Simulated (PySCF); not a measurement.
# Peak assignment

Molfile (atoms numbered from 1):
```
C2H13NOSi3
     RDKit          3D

 20 19  0  0  0  0  0  0  0  0999 V2000
    3.0050    0.5137   -0.9961 C   0  0  0  0  0  0  0  0  0  0  0  0
    2.3452   -0.6132   -0.2369 C   0  0  0  0  0  0  0  0  0  0  0  0
    0.9556   -0.5823   -0.4592 O   0  0  0  0  0  0  0  0  0  0  0  0
   -0.2593   -1.1364    0.5297 Si  0  0  0  0  0  4  0  0  0  0  0  0
   -1.5731   -0.0565    0.1741 N   0  0  0  0  0  0  0  0  0  0  0  0
   -1.1917    1.4683   -0.6212 Si  0  0  0  0  0  4  0  0  0  0  0  0
   -3.2284   -0.4226    0.6131 Si  0  0  0  0  0  4  0  0  0  0  0  0
    2.7931    0.4266   -2.0720 H   0  0  0  0  0  0  0  0  0  0  0  0
    2.6263    1.4872   -0.6507 H   0  0  0  0  0  0  0  0  0  0  0  0
    4.0958    0.4921   -0.8523 H   0  0  0  0  0  0  0  0  0  0  0  0
    2.7513   -1.5857   -0.5715 H   0  0  0  0  0  0  0  0  0  0  0  0
    2.5661   -0.5281    0.8446 H   0  0  0  0  0  0  0  0  0  0  0  0
   -0.6477   -2.5455    0.2279 H   0  0  0  0  0  0  0  0  0  0  0  0
    0.2178   -1.0592    1.9479 H   0  0  0  0  0  0  0  0  0  0  0  0
   -2.4612    2.2622   -0.5933 H   0  0  0  0  0  0  0  0  0  0  0  0
   -0.7739    1.3010   -2.0423 H   0  0  0  0  0  0  0  0  0  0  0  0
   -0.1414    2.2314    0.1170 H   0  0  0  0  0  0  0  0  0  0  0  0
   -3.7703    0.5658    1.5943 H   0  0  0  0  0  0  0  0  0  0  0  0
   -3.2376   -1.7790    1.2425 H   0  0  0  0  0  0  0  0  0  0  0  0
   -4.1258   -0.4303   -0.5821 H   0  0  0  0  0  0  0  0  0  0  0  0
  1  2  1  0
  2  3  1  0
  3  4  1  0
  4  5  1  0
  5  6  1  0
  5  7  1  0
  1  8  1  0
  1  9  1  0
  1 10  1  0
  2 11  1  0
  2 12  1  0
  4 13  1  0
  4 14  1  0
  6 15  1  0
  6 16  1  0
  6 17  1  0
  7 18  1  0
  7 19  1  0
  7 20  1  0
M  END
```

- coordinates at the PBE0-D3(BJ)/def2-SVP level
- NMR shieldings at HF/pcSseg-1/GIAO
- program: PySCF
- isolated molecule, one computed conformer, rapidly exchanging positions averaged, no relativistic terms

Referencing at the same level of theory: $^{13}$C, $^{1}$H against TMS.

(1) Assign these signals to the numbered atoms. $^{13}$C{$^{1}$H} NMR (computed): δ 55.5 (CH2), 19.5 (CH3).

(2) Assign these signals to the numbered atoms. $^{1}$H NMR (300 MHz, computed): δ 4.38 (s, 2H), 4.19 (s, 6H), 3.47 (q, 2H), 1.44 (t, 3H).

## Answers

(1) 
55.5 → C2, sp3 CH2 bonded to O: the inductive effect lowers its shielding
19.5 → C1, methyl carbon: aliphatic region, no heteroatom directly attached

(2) 
4.38 → H13/H14, hydrogen on a silicon bonded to N, O
4.19 → H15/H16/H17/H18/H19/H20, hydrogen on a silicon bonded to N
3.47 → H11/H12, hydrogen on an sp3 CH2 bonded to O: its carbon carries O, an electronegative neighbour
1.44 → H8/H9/H10, hydrogen on a methyl carbon

Shifts are as computed. Against solution values, carbons near 30 ppm lie about -0 ppm off and those near 130 ppm about +7 ppm. Of 1309 compounds with measured shifts, 239 miss one by over three times the rms of a fit or turn the order of signals round; such compounds aren't used in these exercises. No couplings were computed; multiplicities are counted from neighbouring protons, with m where these are inequivalent, close in shift, in a saturated or five-membered ring or joined by F or P, and br s for small geminal =CH2 splittings.
